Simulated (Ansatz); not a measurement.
Pb₂O₄, relaxed as a singlet with RKS PBE-D4/def2-SVP in Ansatz, starting from the GFN1-xTB geometry. Force threshold 0.02 eV/Å.

In the def2 sets Pb takes a core potential; there is no spin–orbit coupling. The structure holds 2 bonds between oxygen atoms, so isomers without such links may lie far lower. The restricted singlet is unstable towards broken spin symmetry in Hartree–Fock (as tested in another run); at PBE-D4/def2-SVP this wasn't settled. Another isomer (triplet) lies 0.98 eV lower at PBE0-D4/def2-TZVP; other spin states weren't run for this one.

Start:

| atom | x (Å) | y (Å) | z (Å) |
| --- | --- | --- | --- |
| Pb1 | 1.376 | 0.777 | -0.312 |
| Pb2 | -1.376 | -0.776 | 0.312 |
| O3 | 0.439 | -0.157 | 1.549 |
| O4 | -0.838 | 1.234 | -0.630 |
| O5 | -0.438 | 0.156 | -1.548 |
| O6 | 0.837 | -1.234 | 0.629 |

| step | energy (eV) | largest force component (eV/Å) | SCF passes |
| --- | --- | --- | --- |
| 1 | -18669.5615 | 1.793 | 18 |
| 2 | -18669.7519 | 0.649 | 21 |
| 3 | -18669.8176 | 0.211 | 21 |
| 4 | -18669.8206 | 0.010 | 21 |

Force components are those of the run's own axes.

End:

| atom | x (Å) | y (Å) | z (Å) |
| --- | --- | --- | --- |
| Pb1 | 1.411 | 0.796 | -0.319 |
| Pb2 | -1.411 | -0.796 | 0.319 |
| O3 | 0.455 | -0.159 | 1.611 |
| O4 | -0.870 | 1.283 | -0.650 |
| O5 | -0.455 | 0.159 | -1.611 |
| O6 | 0.871 | -1.283 | 0.650 |

By distances, no bond broke or formed. The bond that changes most is Pb1–O5, from 2.28 to 2.36 Å (atoms count from 1).

No frequencies were taken in this run, so the end may be a saddle point.

It took 3.5 s on 4 threads of Arm Neoverse V2 on a shared host.
